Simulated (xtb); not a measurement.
C3H5 (SMILES C=[C-]C), charge -1, singlet, from a rough starting geometry; GFN2-xTB run with xtb.

The xtb input:
```
$ xtb mol.xyz --gfn 2 --chrg -1 --opt vtight --json

# file mol.xyz
8

C      1.37262121     0.39588226     0.01085648
C      0.02617798     0.81004724    -0.01248339
H      1.64572728    -0.63784623    -0.04481600
H      2.10945152     1.12035023    -0.03646580
C     -1.04592883    -0.19131104    -0.00835682
H     -0.68369612    -1.29399867     0.07851369
H     -1.74580969    -0.08164636     0.93222612
H     -1.75510438    -0.15343802    -0.88567432
```

### Question
What does xtb print? Leave out banner, timings and long lists.

### Answer

```
   ID    Z sym.   atoms
    1    6 C      1, 2, 5
    2    1 H      3, 4, 6-8

           -------------------------------------------------
          |                Calculation Setup                |
           -------------------------------------------------

           -------------------------------------------------
          |                 G F N 2 - x T B                 |
           -------------------------------------------------

          ...................................................
          :                      SETUP                      :
          :.................................................:
          :  # basis functions                  17          :
          :  # atomic orbitals                  17          :
          :  # shells                           11          :
          :  # electrons                        18          :
          :  max. iterations                   250          :
          :  Hamiltonian                  GFN2-xTB          :
          :  restarted?                      false          :
          :  GBSA solvation                  false          :
          :  PC potential                    false          :
          :  electronic temp.          300.0000000     K    :
          :  accuracy                    1.0000000          :
          :  -> integral cutoff          0.2500000E+02      :
          :  -> integral neglect         0.1000000E-07      :
          :  -> SCF convergence          0.1000000E-05 Eh   :
          :  -> wf. convergence          0.1000000E-03 e    :
          :  Broyden damping             0.4000000          :
          :  net charge                         -1          :
          :  unpaired electrons                  0          :
          ...................................................

 iter      E             dE          RMSdq      gap      omega  full diag
   1     -9.0711715 -0.907117E+01  0.543E+00    3.21       0.0  T
   2     -9.1175364 -0.463649E-01  0.318E+00    2.98       1.0  T
   3     -9.1160499  0.148647E-02  0.182E+00    3.33       1.0  T
   4     -9.1228432 -0.679333E-02  0.101E+00    3.08       1.0  T
   5     -9.1265687 -0.372542E-02  0.133E-01    3.20       1.0  T
   6     -9.1265935 -0.248456E-04  0.572E-02    3.20       1.0  T
   7     -9.1265946 -0.108125E-05  0.168E-02    3.20       2.1  T
   8     -9.1265968 -0.217317E-05  0.750E-03    3.20       4.7  T
   9     -9.1265968 -0.588875E-07  0.595E-04    3.20      59.5  T
  10     -9.1265968  0.111302E-08  0.674E-04    3.20      52.5  T

   *** convergence criteria satisfied after 10 iterations ***

         :::::::::::::::::::::::::::::::::::::::::::::::::::::
         ::                     SUMMARY                     ::
         :::::::::::::::::::::::::::::::::::::::::::::::::::::
         :: total energy              -9.000680294478 Eh    ::
         :: gradient norm              0.143791233372 Eh/a0 ::
         :: HOMO-LUMO gap              3.202086842982 eV    ::
         ::.................................................::
         :: SCC energy                -9.126596535732 Eh    ::
         :: -> isotropic ES            0.137798532937 Eh    ::
         :: -> anisotropic ES          0.011802174662 Eh    ::
         :: -> anisotropic XC          0.004916011160 Eh    ::
         :: -> dispersion             -0.004063847270 Eh    ::
         :: repulsion energy           0.125916241254 Eh    ::
         :: add. restraining           0.000000000000 Eh    ::
         :: total charge              -1.000000000000 e     ::
         :::::::::::::::::::::::::::::::::::::::::::::::::::::

      -----------------------------------------------------------
     |                   =====================                   |
     |                        A N C O P T                        |
     |                   =====================                   |
     |               Approximate Normal Coordinate               |
[...]
 * total energy  :    -9.0006803 Eh     change       -0.2378130E-08 Eh
 * total energy  :    -9.0138666 Eh     change       -0.1318626E-01 Eh
 * total energy  :    -9.0165795 Eh     change       -0.2712904E-02 Eh
 * total energy  :    -9.0169525 Eh     change       -0.3730160E-03 Eh
 * total energy  :    -9.0171463 Eh     change       -0.1937800E-03 Eh
 * total energy  :    -9.0171760 Eh     change       -0.2973507E-04 Eh
 * total energy  :    -9.0171879 Eh     change       -0.1191172E-04 Eh
 * total energy  :    -9.0171893 Eh     change       -0.1417921E-05 Eh
 * total energy  :    -9.0171896 Eh     change       -0.3170432E-06 Eh
 * total energy  :    -9.0171898 Eh     change       -0.1921649E-06 Eh
 * total energy  :    -9.0171899 Eh     change       -0.9416321E-07 Eh
   *** GEOMETRY OPTIMIZATION CONVERGED AFTER 11 ITERATIONS ***
         :: total energy              -9.017189922416 Eh    ::
[...]

         #    Occupation            Energy/Eh            Energy/eV
      -------------------------------------------------------------
         1        2.0000           -0.3644642              -9.9176
         2        2.0000           -0.3166112              -8.6154
         3        2.0000           -0.2693203              -7.3286
         4        2.0000           -0.2600517              -7.0764
         5        2.0000           -0.2564779              -6.9791
         6        2.0000           -0.2182095              -5.9378
         7        2.0000           -0.1696901              -4.6175
         8        2.0000           -0.1003490              -2.7306
         9        2.0000           -0.0505899              -1.3766 (HOMO)
        10                          0.0993903               2.7045 (LUMO)
        11                          0.3362144               9.1489
        12                          0.3642887               9.9128
        13                          0.3860990              10.5063
        14                          0.3984903              10.8435
        15                          0.4085971              11.1185
        16                          0.5491612              14.9434
        17                          0.8628030              23.4781
      -------------------------------------------------------------
                  HL-Gap            0.1499802 Eh            4.0812 eV
             Fermi-level            0.0244002 Eh            0.6640 eV

     #   Z          covCN         q      C6AA      α(0)
     1   6 C        2.838    -0.103    30.582     9.063
     2   6 C        1.955    -0.355    42.340    10.508
     3   1 H        0.917    -0.170     8.768     4.631
     4   1 H        0.923    -0.128     6.641     4.030
     5   6 C        3.759    -0.034    21.227     6.568
     6   1 H        0.920    -0.081     4.956     3.482
     7   1 H        0.923    -0.065     4.479     3.310
     8   1 H        0.923    -0.065     4.481     3.311

 Mol. C6AA /au·bohr⁶  :        818.772626
 Mol. C8AA /au·bohr⁸  :      17183.889331
 Mol. α(0) /au        :         44.902718

Wiberg/Mayer (AO) data.
largest (>0.10) Wiberg bond orders for each atom

 ---------------------------------------------------------------------------
     #   Z sym  total        # sym  WBO       # sym  WBO       # sym  WBO
 ---------------------------------------------------------------------------
     1   6 C    3.881 --     2 C    1.963     4 H    0.963     3 H    0.917
     2   6 C    3.020 --     1 C    1.963     5 C    0.985
     3   1 H    0.971 --     1 C    0.917
     4   1 H    0.984 --     1 C    0.963
     5   6 C    3.933 --     2 C    0.985     8 H    0.979     7 H    0.979
                             6 H    0.961
     6   1 H    0.993 --     5 C    0.961
     7   1 H    0.996 --     5 C    0.979
     8   1 H    0.996 --     5 C    0.979
 ---------------------------------------------------------------------------

Topologies differ in total number of bonds
Writing topology from bond orders to xtbtopo.mol

molecular dipole:
                 x           y           z       tot (Debye)
 q only:       -0.701      -0.478       0.013
   full:       -0.574      -1.234       0.033       3.460
molecular quadrupole (traceless):
                xx          xy          yy          xz          yz          zz
 q only:       -4.451      -1.487       0.740       0.116       0.091       3.711
  q+dip:       -1.257      -1.197      -1.630       0.068       0.121       2.887
   full:       -1.749      -0.775      -1.983       0.070       0.150       3.732

optimized geometry written to: xtbopt.xyz

           -------------------------------------------------
          | TOTAL ENERGY               -9.017189922416 Eh   |
          | GRADIENT NORM               0.000086288129 Eh/α |
          | HOMO-LUMO GAP               4.081168685143 eV   |
           -------------------------------------------------

normal termination of xtb
```
